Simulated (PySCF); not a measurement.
CBr2F2.

```xyz
5

F      0.0000     1.0844    -1.4536
C      0.0000     0.0000    -0.6762
F      0.0000    -1.0844    -1.4536
Br    -1.6192     0.0000     0.4317
Br     1.6192     0.0000     0.4317
```
Charge 0, spin multiplicity 1.

Geometry: PBE-D3(BJ)/def2-SVP.

The numbers are results of PBE/pcSseg-1 run with PySCF, not measurements. Non-relativistic, no solvent.

Computed absolute GIAO shielding of each atom: isotropic value and principal components (ppm):
```json
[
 {"atom": "F1", "σ(iso)": "123.0", "σ11": "76.6", "σ22": "100.7", "σ33": "191.7", "span": "115.1"},
 {"atom": "C2", "σ(iso)": "16.7", "σ11": "10.3", "σ22": "10.6", "σ33": "29.1", "span": "18.8"},
 {"atom": "F3", "σ(iso)": "123.0", "σ11": "76.6", "σ22": "100.7", "σ33": "191.7", "span": "115.1"},
 {"atom": "Br4", "σ(iso)": "1156.1", "σ11": "180.3", "σ22": "437.5", "σ33": "2850.4", "span": "2670.1"},
 {"atom": "Br5", "σ(iso)": "1156.1", "σ11": "180.3", "σ22": "437.5", "σ33": "2850.4", "span": "2670.1"}
]
```
